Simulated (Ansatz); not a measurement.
Series [BH3X]-: PBE0-D4/def2-TZVPD single points in Ansatz on relaxed structures, gas phase. The structures are stationary points that may keep the symmetry of their start. Remarks come from the PBE and PBE0 runs and from stability tests at other levels; not every state was tested. A HOMO above zero means that the electron is unbound at that level and held by the basis, or that self-interaction error raises the level; the energy of removing that electron tells which. HOMO above LUMO (over both spins in singlets and doublets, within one spin in higher multiplets; at PBE or PBE0), or a gap under 0.15 eV within one spin, warns that the state may not be the lowest or that an electron is smeared out.

| species | atoms | state | geometry | HOMO (eV) | vertical IE (eV) | point group (within 0.1 Å) | remarks |
| --- | --- | --- | --- | --- | --- | --- | --- |
| [BClH3]- (BH3Cl⁻) | 5 | singlet | PBE0-D4/def2-TZVPD | -2.02 | 4.32 | C3v | gap within one spin near zero at PBE or PBE0 (neutral doublet), HOMO above LUMO (neutral doublet) |
| [BFH3]- (BH3F⁻) | 5 | singlet | PBE0-D4/def2-TZVPD | -1.58 | 4.12 | C3v | gap within one spin near zero at PBE or PBE0 (neutral doublet), HOMO above LUMO (neutral doublet) |
| [BMeH3]- (CH6B⁻) | 8 | singlet | PBE-D4/def2-TZVPD | -1.78 | 4.10 | C3v | gap within one spin near zero at PBE or PBE0 (neutral doublet) |
| [B(OMe)H3]- (CH6BO⁻) | 9 | singlet | PBE-D4/def2-TZVPD | -1.07 | 3.20 | Cs | HOMO above zero at PBE or PBE0 |
| [B(NMe2)H3]- (C2H9BN⁻) | 13 | singlet | PBE0-D4/def2-SVPD | -0.53 | 2.40 | Cs | HOMO above zero at PBE or PBE0 |

Task: Estimate the rows for [BBrH3]- (BH3Br⁻) (singlet, PBE-D4/def2-TZVPD geometry); [B(CN)H3]- (CH3BN⁻) (singlet, r2SCAN-D4/def2-TZVPD geometry).

Result: 
```
            species  atoms    state              geometry  HOMO (eV)  vertical IE (eV)  point group (within 0.1 Å)                                                                                            remarks
  [BBrH3]- (BH3Br⁻)      5  singlet     PBE-D4/def2-TZVPD      -2.02              4.24                         C3v  gap within one spin near zero at PBE or PBE0 (neutral doublet), HOMO above LUMO (neutral doublet)
[B(CN)H3]- (CH3BN⁻)      6  singlet  r2SCAN-D4/def2-TZVPD      -2.81              5.07                         C3v                                     gap within one spin near zero at PBE or PBE0 (neutral doublet)
```

The vertical IE (eV) runs from 2.40 ([B(NMe2)H3]-) to 5.07 ([B(CN)H3]-).
